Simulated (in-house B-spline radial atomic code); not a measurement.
## Ionising Er III (Er2+) with different functionals

Computed with a B-spline radial code for spherical atoms: scalar-relativistic (spin-free X2C) Hamiltonian, Fermi nucleus of rms radius 5.2516 fm, spin-polarised at highest spin, spherical fractional occupations for the functionals, and exact exchange of hybrids averaged over the configuration. The ionisation energy is the difference of two self-consistent energies, [Xe] 4f12 → [Xe] 4f11, without Breit or QED terms; ε is the level of the shell that loses the electron (its least bound occupied spin orbital). There is no spin-orbit coupling in this Hamiltonian.

```
   method                    rung  ΔSCF (eV)  -ε(4f) (eV)
     PBE0           global hybrid      23.98        19.14
    B3LYP           global hybrid      24.27        18.71
    TPSSh           global hybrid      24.40        17.38
BHandHLYP           global hybrid      22.74        21.62
  r2SCAN0           global hybrid      23.59        18.77
    B97-1           global hybrid          ?            ?
    HSE06  range-separated hybrid      23.93        18.68
    wB97X  range-separated hybrid          ?            ?
CAM-B3LYP  range-separated hybrid      24.17        20.64
  LC-wPBE  range-separated hybrid      24.62        21.66
```

Task: What does B97-1 give?

Result: ΔSCF 24.12 eV, and -ε(4f) = 18.69 eV.

Task: What does wB97X give?

Result: ΔSCF 23.98 eV, and -ε(4f) = 21.44 eV.

Task: Among the functionals, which spreads more, the ΔSCF values or the orbital energies?

Result: The orbital energies: ΔSCF values span about 1.88 eV and the orbital energies 4.28 eV.

Task: How do they compare with the NIST value?

Result: NIST lists 22.70 eV ± 0.03 (semi-empirical, ground level to ground level). Errors run from +0.04 to +1.92 eV; BHandHLYP is closest (+0.04 eV), but part of that can be cancellation, since the calculations leave out spin-orbit coupling, Breit-QED terms, multiplet and fine-structure energies.
